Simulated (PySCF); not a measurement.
# Functional dependence of a UV spectrum

Cyclohexanone, C₆H₁₀O.
Geometry (PBE0-D3(BJ)/def2-SVP, Å), atoms numbered from 1 in this order:
```
atom  x, y, z in Å
O1     2.5750    0.4855   -0.1196
C2     1.4062    0.3041    0.1226
C3     0.3999    1.4351    0.1786
C4    -0.8685    1.1216   -0.6185
C5    -1.4604   -0.2263   -0.2230
C6    -0.4389   -1.3449   -0.3929
C7     0.8365   -1.0704    0.4075
H8     0.1328    1.5744    1.2426
H9     0.8960    2.3548   -0.1619
H10   -1.6054    1.9283   -0.4803
H11   -0.6232    1.1078   -1.6950
H12   -2.3592   -0.4377   -0.8240
H13   -1.7930   -0.1877    0.8304
H14   -0.8667   -2.3143   -0.0924
H15   -0.1797   -1.4393   -1.4620
H16    1.6222   -1.8153    0.2183
H17    0.5996   -1.1023    1.4872
```

Linear-response calculations in the def2-SVPD basis (PySCF; singlets by full response, triplets Tamm–Dancoff, core orbitals frozen in the response; HF means time-dependent Hartree–Fock). 'Strongest' is the level of largest summed f among the singlets computed (10 roots, of which the last may lack a degenerate partner); it can jump between rows when another state enters that window. S1 is the lowest singlet of each run and needn't be the same state throughout; f(S1) is that of one state. The structure is a single PBE0-D3(BJ)/def2-SVP conformer in the gas phase; no vibrational or solvent corrections.

```tsv
functional	kind	S1 (eV)	f(S1)	strongest (eV)	T1 (eV)	HOMO (eV)	gap (eV)	ionisation energy, ΔSCF (eV)
LDA	LDA	3.95	0.000	6.37	3.48	-5.60	3.70	8.97
PBE	GGA	4.01	0.000	6.58	3.47	-5.46	3.80	8.80
B3LYP	global hybrid, 20% exact exchange	4.24	0.000	7.53	3.70	-6.81	5.98	9.15
PBE0	global hybrid, 25% exact exchange	4.28	0.000	7.72	3.69	-7.02	6.48	9.10
BHandHLYP	global hybrid, 50% exact exchange	4.53	0.000	8.67	3.96	-8.55	9.08	9.18
CAM-B3LYP	range-separated hybrid	4.33	0.000	8.27	3.78	-8.49	9.04	9.31
wB97X-D	range-separated hybrid	4.34	0.000	8.18	3.82	-8.94	10.23	9.23
LC-wPBE	range-separated hybrid	4.35	0.000	8.69	3.74	-9.76	11.53	9.41
HF	Hartree–Fock	4.98	0.000	9.32	4.42	-10.88	13.38	not settled
```

S1 runs from 3.95 eV (LDA) to 4.98 eV (HF), a spread of 1.04 eV, while the orbital gap spreads over 9.7 eV. Along PBE (0%), B3LYP (20%), PBE0 (25%), BHandHLYP (50%), HF (100%) S1 rises with the share of exact exchange. −ε(HOMO) comes closest to its own ΔSCF ionisation energy with wB97X-D (-0.30 eV) and misses most with LDA (-3.37 eV). 'Not settled' means that the ion's SCF failed to converge or may have ended in another state than the lowest.
